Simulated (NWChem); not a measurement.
Molecule: CdNH2F; SMILES [NH2][Cd][F]

```xyz
5

Cd    -0.0022    -0.0207     0.0144
F      0.0052    -1.9498    -0.0183
N      0.0052     1.9764     0.0497
H     -0.8017     2.3582    -0.4439
H      0.8251     2.3493    -0.4296
```
Atoms are numbered in this order, from 1.

Results from NWChem. Coordinates come from a PBE0/def2-SVP optimisation. Not confirmed as a minimum by frequencies. def2 effective core potentials on Cd; no spin-orbit coupling. Ions are spin-unrestricted doublets at the neutral geometry; other ion states weren't tried.

For level CAM-B3LYP/def2-SVP:

| Quantity | Result |
|---|---|
| −ε(HOMO) (eV) | 8.49 |

What are these values for level PBE/def2-SVP?


* **−ε(HOMO) (eV)**: 5.70
